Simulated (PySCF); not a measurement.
C6H14O2S.
Bonds: C1–C2, C2–C3, C3–S4, S4–O5 (double), S4–O6 (double), S4–C7, C7–C8, C8–C9. Hydrogens: H10, H11, H12 on C1; H13, H14 on C2; H15, H16 on C3; H17, H18 on C7; H19, H20 on C8; H21, H22, H23 on C9.

The same species was optimised twice, with GFN2-xTB and with PBE0-D3(BJ)/def2-SVP (PySCF), and the same property calculations (PySCF, gas phase) were run on both structures.

```tsv
coordinate	GFN2-xTB	PBE0-D3(BJ)/def2-SVP	change
C3–S4 (Å)	1.831	1.801	-0.030
S4–C7 (Å)	1.827	1.798	-0.029
S4=O5 (Å)	1.438	1.465	+0.027
S4=O6 (Å)	1.439	1.465	+0.026
C8–C9 (Å)	1.525	1.520	-0.005
C2–C3 (Å)	1.519	1.522	+0.003
C7–C8 (Å)	1.517	1.520	+0.003
C1–C2 (Å)	1.523	1.521	-0.002
C1–C2–C3 (°)	111.7	114.7	+3.0
O5–S4–O6 (°)	117.3	120.0	+2.7
S4–C7–C8 (°)	107.5	109.4	+1.9
C2–C3–S4 (°)	109.7	111.1	+1.4
C3–S4–O6 (°)	109.8	108.9	-0.9
C3–S4–O5 (°)	108.4	107.5	-0.9
O6–S4–C7 (°)	107.9	107.2	-0.7
O5–S4–C7 (°)	108.4	107.9	-0.5
C1–C2–C3–S4 (°)	74	68	-6
C2–C3–S4–O5 (°)	52	54	+2
C3–S4–C7–C8 (°)	175	176	+1
S4–C7–C8–C9 (°)	-177	179	-4
```

Rotational constants: A = 3493, B = 683.4, C = 673.5 MHz (GFN2-xTB) against A = 3476, B = 684.5, C = 672.2 MHz (PBE0-D3(BJ)/def2-SVP). Point groups within 0.08 Å: C1 and C1.

On the GFN2-xTB structure: HOMO (eV) -7.99 [PBE0/pcSseg-1]; LUMO (eV) 0.98 [PBE0/pcSseg-1]; dipole (D) 4.16 [PBE0/pcSseg-1]; GIAO shielding of C1/C9 (mean) (ppm) 171.4 [PBE0/pcSseg-1]; GIAO shielding of C2/C8 (mean) (ppm) 169.9 [PBE0/pcSseg-1]; GIAO shielding of C3/C7 (mean) (ppm) 123.2 [PBE0/pcSseg-1]; GIAO shielding of S4 (ppm) 198.4 [PBE0/pcSseg-1]; GIAO shielding of O5/O6 (mean) (ppm) 138.6 [PBE0/pcSseg-1].

**Question.** What do these properties become on the PBE0-D3(BJ)/def2-SVP structure?

**Answer.** 
```json
{"property": "HOMO (eV)", "level": "PBE0/pcSseg-1", "on GFN2-xTB": "-7.99", "on PBE0-D3(BJ)/def2-SVP": "-7.98", "change": "+0.01"}
{"property": "LUMO (eV)", "level": "PBE0/pcSseg-1", "on GFN2-xTB": "0.98", "on PBE0-D3(BJ)/def2-SVP": "0.81", "change": "-0.17"}
{"property": "dipole (D)", "level": "PBE0/pcSseg-1", "on GFN2-xTB": "4.16", "on PBE0-D3(BJ)/def2-SVP": "4.23", "change": "+0.07"}
{"property": "energy, GFN2-xTB geometry as zero (kcal/mol)", "level": "PBE0/pcSseg-1", "on GFN2-xTB": "0.0", "on PBE0-D3(BJ)/def2-SVP": "-3.1", "change": "-3.1"}
{"property": "GIAO shielding of C1/C9 (mean) (ppm)", "level": "PBE0/pcSseg-1", "on GFN2-xTB": "171.4", "on PBE0-D3(BJ)/def2-SVP": "169.5", "change": "-1.9"}
{"property": "GIAO shielding of C2/C8 (mean) (ppm)", "level": "PBE0/pcSseg-1", "on GFN2-xTB": "169.9", "on PBE0-D3(BJ)/def2-SVP": "168.2", "change": "-1.7"}
{"property": "GIAO shielding of C3/C7 (mean) (ppm)", "level": "PBE0/pcSseg-1", "on GFN2-xTB": "123.2", "on PBE0-D3(BJ)/def2-SVP": "123.9", "change": "+0.7"}
{"property": "GIAO shielding of S4 (ppm)", "level": "PBE0/pcSseg-1", "on GFN2-xTB": "198.4", "on PBE0-D3(BJ)/def2-SVP": "187.5", "change": "-10.9"}
{"property": "GIAO shielding of O5/O6 (mean) (ppm)", "level": "PBE0/pcSseg-1", "on GFN2-xTB": "138.6", "on PBE0-D3(BJ)/def2-SVP": "129.4", "change": "-9.2"}
```

The heavy atoms differ by 0.061 Å rms after alignment. Among bonds between heavy atoms C3–S4 and S4–C7 change most and about equally (-0.030 to -0.029 Å). Changes are differences of the printed values. Neither structure is proved a minimum here.

The values belong to the conformer `[CH3:1][CH2:2][CH2:3][S:4](=[O:5])(=[O:6])[CH2:7][CH2:8][CH3:9]`: C1–C2–C3–S4 68°, C2–C3–S4–O5 54°, C3–S4–C7–C8 176°, S4–C7–C8–C9 179°.
